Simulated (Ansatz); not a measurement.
`[OH][Ti]([SH])([Cl])[Cl]` + H–F → `[F][Ti]([SH])([Cl])[Cl]` + H₂O at 700 K and 1 bar (ligand exchange at a Ti–O bond).

Computed with Ansatz on PBE0-D4/def2-TZVP structures; ΔE is electronic, products minus reactants. CCSD(T)/CBS adds triple-zeta CCSD(T) − MP2 to the extrapolated MP2 energy (def2 sets, frozen cores). This one scheme is used for every species. For Ti outer-core shells are correlated without core-valence functions, which leaves a few kJ/mol of doubt a bond. Scalar relativity is left out up to krypton. One conformer a species, not always the lowest.

| species | CCSD(T)/CBS energy (Eh) | H − E (kJ/mol) | S (J/(mol·K)) |
| --- | --- | --- | --- |
| `[OH][Ti]([SH])([Cl])[Cl]` | -2242.85690 | 142.5 | 504.3 |
| H–F | -100.39570 | 45.2 | 198.5 |
| `[F][Ti]([SH])([Cl])[Cl]` | -2266.88295 | 106.8 | 482.9 |
| H₂O | -76.37941 | 80.5 | 218.4 |

H − E and S are ideal-gas, rigid-rotor, harmonic terms from PBE0-D4/def2-TZVP, for one conformer and one mirror image of each species. 1 Eh = 2625.50 kJ/mol, R = 8.31446 J/(mol·K).

By hand: ΔE, ΔH, ΔS and ΔG.

ΔE = (-2266.88295) + (-76.37941) − (-2242.85690) − (-100.39570) = -0.00976 Eh = -25.6 kJ/mol. Δ(H − E) = 106.8 + 80.5 − 142.5 − 45.2 = -0.4, so ΔH = -26.0 kJ/mol. ΔS = 482.9 + 218.4 − 504.3 − 198.5 = -1.5 J/(mol·K). ΔG = -26.0 − 700 × (-1.5)/1000 = -24.9 kJ/mol.

By hand: the equilibrium constant, and the temperature at which ΔG would vanish if ΔH and ΔS stayed fixed.

log₁₀ K = −ΔG/(RT ln 10) = 1.9. ΔG = 0 at ΔH/ΔS = 17333 K, far beyond where these terms or the molecules hold.

The number of gas molecules stays the same, so ΔS is small and ΔH decides. A doubt of 5 kJ/mol in ΔE shifts log₁₀ K by 0.4 here. Other conformers and mirror images would add mixing entropy, several J/(mol·K) or more a flexible species. Modes under 60 cm⁻¹, often nearly free rotors, make the harmonic entropy too high. These are equilibria of isolated gas molecules and say nothing of rates. Largest T1 diagnostic: 0.026 (customary marks: 0.02 for closed shells, 0.045 for open ones).
